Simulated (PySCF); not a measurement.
## Electron correlation in Zn²⁺ (zinc, charge +2)

[Ar] 3d9 4s1, 4s spin antiparallel (an excited configuration). Computed with PySCF 2.14 in aug-cc-pVTZ-DK (8s7p5d3f2g, 93 functions), with the spin-free X2C one-electron Hamiltonian (Gaussian nucleus). Frozen: [Ar]; 10 electrons correlated.

MP2 pair energies summed by pair of shells (mhartree):

```json
{"pair": "3d-3d", "energy": "-336.70", "share (%)": "91.6"}
{"pair": "3d-4s", "energy": "-30.75", "share (%)": "8.4"}
```

Total MP2 correlation energy: -367.46 mhartree.

Same-spin part -133.45 and opposite-spin part -234.01 mhartree; SCS-MP2 scales them by 1/3 and 6/5 to -325.29 mhartree.
